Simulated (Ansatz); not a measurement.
A nudged elastic band was laid between two geometries of CH$_{6}$AlISeSi (11 atoms, charge 0, multiplicity 1).

Theory: Ansatz 0.2.0, RKS PBE-D4/def2-SVP.

| Item | Value |
| --- | --- |
| movable images | 5 |
| climbing image | yes |
| spring | 5.0 eV/Å² |
| optimiser | quadratic models (default) |
| start path | through a guess of the saddle point |
| force threshold | 0.05 eV/Å |
| iteration limit | 60 |
| end points | relaxed |

Image 0:

```xyz
11
Properties=species:S:1:pos:R:3
Si -1.384 1.352 -0.230
Se -1.155 -0.957 0.023
C 0.691 -1.229 -0.813
Al 1.289 -1.015 1.042
I 2.045 1.286 1.717
H -0.316 1.816 -1.174
H -2.746 1.554 -0.833
H -1.306 2.051 1.093
H 0.646 -2.233 -1.276
H 0.854 -0.454 -1.584
H 1.447 -2.228 2.055
```

Image 6:

```xyz
11
Properties=species:S:1:pos:R:3
Si -1.362 1.390 -0.065
Se -1.148 -0.893 0.369
C 0.463 -1.331 -0.811
Al 1.456 -0.974 0.841
I 2.400 1.342 1.109
H -0.996 2.204 1.138
H -0.498 1.714 -1.247
H -2.812 1.600 -0.400
H 0.291 -2.372 -1.147
H 0.473 -0.642 -1.676
H 1.800 -2.096 1.912
```

Which bonds break or form, and what moves?

No bond is made or broken. The dihedral H6–Si1–Se2–Al4 goes from 61 to -63°. The two ends are copies of one structure, up to a mirror image or an exchange of like atoms.

Give the energies along the band, and the barrier.

The run converged. The highest image is number 2 of 0 to 6, 0.014 eV above the ends, which have the same energy within 2 meV. A vibrational analysis at the climbing image gives one clearly imaginary mode, 53i cm⁻¹: a first-order saddle point.

```json
{"image": "0", "path coordinate (Å)": "0.00", "energy (eV)": "0.000", "dihedral H6–Si1–Se2–Al4 (°)": "61"}
{"image": "1", "path coordinate (Å)": "0.72", "energy (eV)": "0.009", "dihedral H6–Si1–Se2–Al4 (°)": "41"}
{"image": "2", "path coordinate (Å)": "1.44", "energy (eV)": "0.014", "dihedral H6–Si1–Se2–Al4 (°)": "21"}
{"image": "3", "path coordinate (Å)": "2.29", "energy (eV)": "0.007", "dihedral H6–Si1–Se2–Al4 (°)": "-1"}
{"image": "4", "path coordinate (Å)": "3.13", "energy (eV)": "0.008", "dihedral H6–Si1–Se2–Al4 (°)": "-22"}
{"image": "5", "path coordinate (Å)": "3.98", "energy (eV)": "0.007", "dihedral H6–Si1–Se2–Al4 (°)": "-42"}
{"image": "6", "path coordinate (Å)": "4.82", "energy (eV)": "0.000", "dihedral H6–Si1–Se2–Al4 (°)": "-63"}
```

What is the geometry of the highest image?


```xyz
11
Properties=species:S:1:pos:R:3
Si -1.432 1.346 -0.201
Se -1.128 -0.906 0.296
C 0.571 -1.218 -0.798
Al 1.427 -0.998 0.960
I 2.424 1.232 1.544
H -0.106 1.973 -0.508
H -2.349 1.445 -1.387
H -2.079 1.963 1.003
H 0.457 -2.221 -1.250
H 0.648 -0.445 -1.585
H 1.632 -2.226 1.947
```

Time of the run: 2.2 min on 2 threads of Intel(R) Xeon(R) Platinum 8488C (Sapphire Rapids) (shared host), peak memory 0.23 GiB.
